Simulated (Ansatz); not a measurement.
Program: Ansatz. Geometries: PBE0-D4/def2-TZVP. ΔE: electronic, gas phase. CCSD(T)/CBS adds triple-zeta CCSD(T) − MP2 to the extrapolated MP2 energy (def2 sets, frozen cores). DFT in def2-TZVPP. Elements past krypton have def2 core potentials. For Br, I, Sn outer-core shells are correlated without core-valence functions, which leaves a few kJ/mol of doubt a bond. Scalar relativity is left out up to krypton.

Consider the redistribution: `[SiH]Br` + `[F][SnH]([F])[I]` → `F[Si]Br` + `[F][SnH2][I]`.

CCSD(T)/CBS gives -30.6 kcal/mol.

Question: Another level gave -30.9 kcal/mol. Which?
A. PBE/def2-TZVPP
B. PBE-QIDH/def2-TZVPP
C. LDA (SPW92)/def2-TZVPP
D. revPBE/def2-TZVPP

Answer: A. PBE -30.9, PBE-QIDH -32.2, revPBE -29.9, LDA (SPW92) -34.3 kcal/mol.

Question: What do rigid-rotor, harmonic-oscillator terms from PBE0-D4/def2-TZVP frequencies (298.15 K, 1 bar) make of the CCSD(T)/CBS value? (Estimate.)

Answer: Computed: ΔZPE = +0.6 kcal/mol, ΔH = -30.3 kcal/mol, ΔS = 1 J/(mol·K), ΔG = -30.4 kcal/mol.

Largest T1 diagnostic among the species: 0.013.

From r2SCAN to r2SCAN0 (25 % exact exchange), in def2-TZVPP and without D4, ΔE moves by −0.9 kcal/mol. Leaving LDA and LC-ωPBE aside and taking each functional with its dispersion term where it has one, the values, not all of them listed here, spread over 3.2 kcal/mol, from ωB97M-V to revPBE-D4. LDA lies −3.5 kcal/mol from PBE without D4.
